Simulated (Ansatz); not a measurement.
Pulling on the O3–H9 bond in CH6OSi (SMILES C[SiH2]O) (multiplicity 1 held, fragments rigid). Energies count from the point at 0.960 Å.
Geometry at that point (charge 0, multiplicity 1):
```xyz
9

Si    -0.164     0.445     0.178
C      1.561    -0.242    -0.026
O     -1.328    -0.582    -0.401
H     -0.327     1.686    -0.610
H     -0.400     0.738     1.616
H      1.695    -1.161     0.549
H      2.302     0.481     0.327
H      1.774    -0.462    -1.074
H     -1.484    -1.406     0.066
```

Signs of static correlation in cc-pV(T+d)Z, with CASSCF(4,3), from Ansatz (a first-principles code) runs.

| R (Å) | T1 of restricted CCSD | largest double amplitude of restricted CCSD | CASSCF natural occupations |
|---|---|---|---|
| 0.768 | 0.010 | 0.020 | 2.00 1.99 0.01 |
| 0.864 | 0.010 | 0.020 | 2.00 1.99 0.01 |
| 0.960 | 0.010 | 0.020 | 2.00 1.98 0.02 |
| 1.056 | 0.010 | 0.020 | 2.00 1.97 0.03 |
| 1.152 | 0.011 | 0.020 | 2.00 1.96 0.04 |
| 1.296 | 0.011 | 0.034 | 2.00 1.93 0.07 |
| 1.440 | 0.012 | 0.045 | 2.00 1.89 0.11 |
| 1.680 | 0.015 | 0.082 | 2.00 1.78 0.22 |
| 1.920 | 0.020 | … | 2.00 1.62 0.38 |
| 2.207 | … | 0.384 | 2.00 1.42 0.58 |
| 2.591 | 0.033 | 0.559 | 2.00 1.23 0.77 |
| 3.071 | 0.038 | 0.696 | 2.00 1.10 0.90 |

**Question.** What belongs in the gaps?

**Answer.** 
- 1.920, largest double amplitude of restricted CCSD: 0.217
- 2.207, T1 of restricted CCSD: 0.026

Doubts at one or more of the structures used: active orbitals that take no part (SC-NEVPT2 on CASSCF(4,3)/cc-pV(T+d)Z); a restricted determinant that unrestricted orbitals would lower (R-CCSD(T)/cc-pV(T+d)Z); other coupled-cluster roots lie near (R-CCSD(T)/cc-pV(T+d)Z).
